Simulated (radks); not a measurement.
Q: The silicon anion Si4-, [Ar], held by a Watson sphere: a shell of charge +4 at radius R that stands for the Madelung well of a crystal (potential energy -4/R inside, -4/r outside, in hartree with lengths in bohr). Method: scalar-relativistic Kohn-Sham, LDA (Slater exchange, VWN5 correlation), spin-unpolarised, spherical densities, finite nucleus; Fermi nuclear charge, rms radius of each element as measured or else 0.836 A^(1/3) + 0.57 fm; computed with a radial shooting solver on a logarithmic mesh with Libxc functionals. Response by self-consistent Sternheimer equations with the Hartree and adiabatic LDA kernel, the relativistic mass of each level held fixed and spin-orbit coupling left out. The sphere does not respond.

| R (bohr) | e(2p) (eV) | e(3s) (eV) | e(3p) (eV) | <r> 3p (bohr) | sum of <r^2> (bohr^2) | X-ray form factor at sin(theta)/lambda = 0.1 1/angstrom | alpha (bohr^3) |
|---|---|---|---|---|---|---|---|
| 1.99 | -93.084 | -15.459 | -8.024 | 2.386 | 52.46 | 14.855 | 33.33 |
| 2.56 | -91.930 | -13.295 | -6.919 | 2.693 | 65.08 | 14.297 | 50.84 |
| 2.78 | -91.910 | -12.577 | -6.498 | 2.814 | 70.43 | 14.086 | 60.16 |
| 3.8 | -92.262 | -10.124 | -4.831 | 3.381 | 98.07 | 13.212 | 130.9 |
| 4.01 | -92.321 | -9.775 | -4.557 | 3.501 | 104.4 | 13.060 | 152.9 |
| 4.23 | -92.369 | -9.457 | -4.294 | 3.627 | 111.2 | 12.912 | 179.6 |

Estimate the row for R = 3.12 bohr.

A: e(2p) (eV) -92.007; e(3s) (eV) -11.605; e(3p) (eV) -5.884; <r> 3p (bohr) 3.001; sum of <r^2> (bohr^2) 79.12; X-ray form factor at sin(theta)/lambda = 0.1 1/angstrom 13.772; alpha (bohr^3) 78.11.
